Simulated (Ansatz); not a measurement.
The lowest doublet and quartet of C2H3 (SMILES [C]C); geometries from B3LYP-D3(BJ)/def2-TZVP, each state relaxed from the structure named, with no frequency check.
Doublet (charge 0, multiplicity 2):
| atom | x (Å) | y (Å) | z (Å) |
|---|---|---|---|
| C | 0.8865 | 0.1959 | 0.2224 |
| C | -0.4694 | -0.1414 | -0.1039 |
| H | -0.6236 | -0.8892 | -0.8944 |
| H | -0.7142 | 0.8512 | -0.5511 |
| H | -1.1649 | -0.2889 | 0.7341 |
Quartet (charge 0, multiplicity 4):
```xyz
5

C      0.9272     0.0982     0.2719
C     -0.4973    -0.0527    -0.1459
H     -0.5959    -0.8670    -0.8717
H     -0.8579     0.8731    -0.6070
H     -1.1257    -0.2794     0.7222
```

```tsv
level	gap E(doublet) − E(quartet), adiabatic (kcal/mol)	cost
U-HF/cc-pVDZ (spin-contaminated)	-5.22	-
U-HF/cc-pVTZ (spin-contaminated)	-6.16	-
U-HF/cc-pVQZ (spin-contaminated)	-6.34	-
U-SVWN5/def2-TZVPP	-32.42	×0.5
U-PBE/def2-TZVPP	-31.39	×1
U-r2SCAN/def2-TZVPP	-23.26	×3
U-B3LYP/def2-TZVPP	-35.39	×0.8
U-PBE0/def2-TZVPP	-28.24	×0.9
U-BHLYP/def2-TZVPP	-33.30	×1
U-wB97X-V/def2-TZVPP	-35.74	×3
U-wB97M-V/def2-TZVPP	-35.58	×3
U-B2PLYP/def2-TZVPP	-33.08	×1
U-MP2/cc-pVDZ (spin-contaminated)	-18.31	-
U-MP2/cc-pVTZ (spin-contaminated)	-22.17	-
U-MP2/cc-pVQZ (spin-contaminated)	-23.68	-
U-SCS-MP2/cc-pVDZ (spin-contaminated)	-23.28	-
U-SCS-MP2/cc-pVTZ (spin-contaminated)	-28.97	-
U-SCS-MP2/cc-pVQZ (spin-contaminated)	-31.04	-
U-CCSD/cc-pVDZ (spin-contaminated)	-23.76	-
U-CCSD/cc-pVTZ (spin-contaminated)	-27.29	-
U-CCSD/cc-pVQZ (spin-contaminated)	-28.39	-
U-CCSD(T)/cc-pVDZ (spin-contaminated)	-24.76	×0.6
U-CCSD(T)/cc-pVTZ (spin-contaminated)	-28.59	×4
U-CCSD(T)/cc-pVQZ (spin-contaminated)	-29.76	×200
U-CCSDT/cc-pVDZ (spin-contaminated)	-24.97	-
U-CCSDT(Q)/cc-pVDZ (spin-contaminated)	-25.03	×10
SA-CASSCF(3,3)/cc-pVDZ	-12.29	-
SA-CASSCF(3,3)/cc-pVTZ	-13.26	-
SA-CASSCF(3,3)/cc-pVQZ	-13.44	-
SC-NEVPT2 on SA-CASSCF(3,3)/cc-pVDZ	-24.01	-
SC-NEVPT2 on SA-CASSCF(3,3)/cc-pVTZ	-28.23	-
SC-NEVPT2 on SA-CASSCF(3,3)/cc-pVQZ	-29.68	-
FIC-NEVPT4(SD) on SA-CASSCF(3,3)/cc-pVDZ	-24.60	-
FIC-NEVPT4(SD) on SA-CASSCF(3,3)/cc-pVTZ	-28.67	-
FIC-MRCISD+Q on SA-CASSCF(3,3)/cc-pVDZ	-24.45	-
FIC-MRCISD+Q on SA-CASSCF(3,3)/cc-pVTZ	-28.23	-
```

The rows run from -35.74 (U-wB97X-V/def2-TZVPP) to -5.22 kcal/mol (U-HF/cc-pVDZ (spin-contaminated)). In cc-pVQZ (spin-contaminated) the value moves U-HF -6.34, U-MP2 -23.68, U-CCSD -28.39, U-CCSD(T) -29.76, a shift of -23.42 from U-HF to U-CCSD(T). From cc-pVDZ (spin-contaminated) to cc-pVQZ (spin-contaminated) U-CCSD(T) changes by -5.00. The 9 U-functionals in def2-TZVPP without D3 or D4 span 12.49, from U-wB97X-V to U-r2SCAN.

A positive gap puts the quartet lower; no zero-point energy. U- takes an unrestricted doublet. The quartet is unrestricted in single-reference levels. Active spaces average the two states.

Frozen-core correlation.

Run with Ansatz (a program for electronic structure). 

Costs are rough ratios of core time to U-PBE/def2-TZVPP (about 5 s over the structures, on one shared machine); a dash marks a level with no comparable run of its own.
